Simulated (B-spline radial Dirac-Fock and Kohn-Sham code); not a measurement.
EELS cross sections of the Bi O2 (5p1/2) edge

System: the free bismuth atom, [Xe] 4f14 5d10 6s2 6p3. Level of theory: the first Born approximation with generalised oscillator strengths from a Dirac-Hartree-Slater potential (longitudinal and transverse terms; continuum final states only, so no white lines or fine structure); a radial B-spline solver. The edge is taken at 119.0 eV (tabulated value).

The run's input, task.json:

```json
{"items": [{
  "Z": 83,
  "q": 0,
  "cfg": [[1, 0, 2], [2, 0, 2], [2, 1, 6], [3, 0, 2], [3, 1, 6], [3, 2, 10], [4, 0, 2], [4, 1, 6], [4, 2, 10], [4, 3, 14], [5, 0, 2], [5, 1, 6], [5, 2, 10], [6, 0, 2], [6, 1, 3]],
  "A": 209,
  "rrms": 5.5211,
  "do": "eels",
  "beams": [[60, 5], [60, 10], [60, 50], [80, 10], [80, 50], [80, 100], [100, 10], [100, 20], [120, 10], [120, 50], [200, 5], [300, 5], [300, 50], [300, 100]],
  "edges": {"O2": 119.0}
}]}
```

Run with: `python xray2_run.py task.json out`

Edge shape dσ/dE in barn per eV:

```csv
E − edge (eV),"80 kV, 10 mrad","100 kV, 10 mrad","300 kV, 50 mrad"
1,185,170,142
3,203,186,158
6,206,189,167
10,196,182,175
15,182,171,190
20,159,151,183
30,114,108,146
40,82.2,78.5,117
50,60.3,57.7,94.0
65,39.3,37.6,70.6
80,26.7,25.6,55.9
100,16.8,16.2,42.9
125,10.3,9.88,32.0
150,6.81,6.55,24.5
200,3.64,3.50,15.2
250,2.29,2.22,10.1
300,1.60,1.56,7.29
```

For the first setting the maximum lies 6 eV above the edge. The intensity 300 eV above the edge is 0.78 % of the maximum.

Values without a named source are computed, but for edge energies of neutral atoms, which are taken from tables.
